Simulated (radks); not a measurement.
Results of a calculation; reference values are marked as such.
Q: These are the eigenvalues of the occupied orbitals of an atom or ion with whole-number occupations (eV). Level of theory: scalar-relativistic Kohn-Sham, PBE, spin-unpolarised, spherical densities, point nucleus (a radial shooting solver on a logarithmic mesh with Libxc functionals).

orbital  eigenvalue
1s        -55479.14
2s        -10709.15
2p        -9708.331
3s        -3641.475
3p        -3333.272
3d        -2955.628

Which element is it, and in what charge state? The configuration may be excited.

A: Z = 66, dysprosium, charge +39: Dy39+ in [Ar] 3d9. The list shows which subshells hold electrons but not how many an open one holds; the 1s level, -2038.8 hartree, gives Z - s = 63.9 by -(Z - s)^2/2, which with screening and relativity narrows Z to a few neighbours, and the depths of the outer levels then fix element, charge and occupations together.
